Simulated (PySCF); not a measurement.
B(Br)(OH)(OMe) (CH4BBrO2), SMILES COB(O)Br. Heavy atoms are numbered as in [B:1]([Br:2])([OH:3])[O:5][CH3:6]. Hydrogens are named by the atom that carries them.

The structure is a stationary point at B3LYP-D3(BJ)/def2-SVP. This is a generated structure with no PubChem entry under its InChIKey; it may be hypothetical. The values are those of a single conformer.

Computed with B3LYP/pcSseg-1 (PySCF).

GIAO shieldings, no solvent; atoms alike by connectivity are averaged. δ = σ(ref) − σ: ¹¹B against BF3 (σ = 86.3 ppm); ¹⁷O against H2O (σ = 333.8 ppm); ¹H against TMS (σ = 31.68 ppm); ¹³C against TMS (σ = 181.3 ppm), references at their B3LYP-D3(BJ)/def2-TZVP geometries, non-relativistic (without spin–orbit terms, shifts of atoms bonded to Cl or Br come out too high).

```tsv
nucleus	atoms	count	δ (ppm)
¹¹B	B1	1	15.7
¹⁷O	O3 (OH)	1	146.3
¹⁷O	O5	1	111.9
¹H	H on O3	1	4.43
¹H	H on C6	3	4.21
¹³C	C6 (CH3)	1	57.2
```
